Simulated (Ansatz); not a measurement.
All numbers were calculated with Ansatz.

A structure relaxed at PBE0-D4/def2-TZVP, charge 0, multiplicity 1:

```xyz
5

F     1.0275    1.3566   -1.5195
B     0.4280    0.4694   -0.7633
S    -0.1737   -1.1644   -1.0188
Ga   -0.3153   -0.0032    1.0299
H    -0.9665   -0.6585    2.2716
```

Give its formula and SMILES.

BFGaHS, `F[B]1[S][GaH]1`.

Point group (tolerance 0.08 Å, 0.16 Å for H)?

Cs.

Summarise the bond lengths by kind.

1 × B–F 1.311 Å; 1 × B–S 1.760 Å; 1 × B–Ga 1.998 Å; 1 × Ga–S 2.359 Å; 1 × Ga–H 1.548 Å.
